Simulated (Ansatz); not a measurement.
From O to Te: the HOMO–LUMO gap

Gas-phase molecules, one atom swapped for its congeners: C2H8OSi `CO[SiH2]C`; C2H8SeSi `C[SiH2][Se]C`; C2H8SiTe `C[SiH2][Te]C`. The S member is missing. All are singlets with charge 0.

Shapes, held fixed at every level: PBE0-D4/def2-TZVP. Flexible molecules stand in one conformer, not always the lowest. Programs: Ansatz 0.2.0. Values in eV.

```
                level  C2H8OSi  C2H8SeSi  C2H8SiTe
    PBE-D4/def2-TZVPP     6.43      4.61      3.64
  B3LYP-D4/def2-TZVPP     8.36      6.14      5.03
   PBE0-D4/def2-TZVPP     8.82      6.61      5.47
r2SCAN0-D4/def2-TZVPP     9.34      6.96      5.75
   wB97M-V/def2-TZVPP    12.77     10.52      9.29
   wB97X-V/def2-TZVPP    13.25     10.93      9.62
```

At wB97X-V/def2-TZVPP the HOMO–LUMO gap falls at every step, from 13.25 to 9.62 eV. Every level shows the same order. For atoms past krypton def2 sets carry core potentials with scalar relativity. Relativity is left out for Se. Orbital gaps aren't excitation energies, and the LUMO depends on the basis.
